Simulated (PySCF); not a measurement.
Estimate the missing entries of this data sheet.

Compound: C5H5ClOSe.
Cartesian coordinates in Å at the PBE0-D3(BJ)/def2-SVP level; atoms count from 1:
```xyz
13
C5H5ClOSe angstrom
C     -2.5324   -0.4479   -0.2359
O     -1.6283    0.6112   -0.0687
C     -0.3299    0.3239   -0.0206
Se     0.3963   -1.4095   -0.1631
C      2.0748   -0.6268    0.0231
C      1.9926    0.7245    0.1645
C      0.6668    1.2528    0.1404
Cl     0.3263    2.9346    0.3027
H     -3.5389   -0.0130   -0.2495
H     -2.4617   -1.1694    0.5983
H     -2.3548   -0.9780   -1.1893
H      2.9716   -1.2436    0.0114
H      2.8629    1.3708    0.2882
```

```json
{"property": "point group", "level": "PBE0-D3(BJ)/def2-SVP", "value": "Cs"}
{"property": "rotational constants A, B, C", "level": "PBE0-D3(BJ)/def2-SVP", "value": "1.813, 0.987, 0.642 GHz"}
{"property": "dipole moment", "level": "B3LYP/def2-SVPD", "value": "2.69 D"}
{"property": "HOMO energy", "level": "B3LYP/def2-SVPD", "value": "?"}
{"property": "LUMO energy", "level": "B3LYP/def2-SVPD", "value": "?"}
{"property": "lowest singlet excitation", "level": "TDDFT B3LYP/def2-SVPD", "value": "4.22 eV (294 nm, f = 0.001)"}
{"property": "strongest line among the 6 lowest singlet transitions", "level": "TDDFT B3LYP/def2-SVPD", "value": "S2 at 4.84 eV (256 nm, f = 0.085)"}
{"property": "static isotropic polarisability", "level": "B3LYP/def2-SVPD", "value": "103.4 au"}
{"property": "electronic spatial extent ⟨r²⟩ about the centre of nuclear charge", "level": "B3LYP/def2-SVPD", "value": "?"}
```

Gas-phase values; electronic properties from PySCF, density fitting. Geometry: PBE0-D3(BJ)/def2-SVP, one conformer, isolated molecule. Relativistic effects, spin–orbit coupling among them, are left out although an element past zinc is present.

Q: What is the LUMO energy?

A: -0.74 eV.

Q: Give the HOMO energy.

A: -5.98 eV.

Q: The electronic spatial extent ⟨r²⟩ about the centre of nuclear charge?

A: 1578 bohr².

The largest Löwdin shares of the LUMO are 0.22 on C5, 0.21 on Se4, 0.18 on C3 and 0.16 on C6. The polarisability is 15.32 Å³ as a volume (1 au = 0.148185 Å³), or 1.10 au for each of the 94 electrons. The rotational constants make it an asymmetric top with κ = (2B − A − C)/(A − C) = -0.41, nearer the prolate limit (−1). The principal polarisabilities are 67.5, 115.8 and 126.9 au; their mean is the isotropic value. The dipole equals about 9.0 × 10⁻³⁰ C·m (1 D = 3.33564 × 10⁻³⁰ C·m). The largest Löwdin shares of the HOMO are 0.20 on C5, 0.20 on C7, 0.18 on C3 and 0.16 on O2.

For the geometry optimisation (PBE0-D3(BJ)/def2-SVP), on Arm Neoverse V2, one thread, no GPU, shared host with 48 logical CPUs at a one-minute load of 19, this took 82 s and 0.68 GiB of memory at its peak.
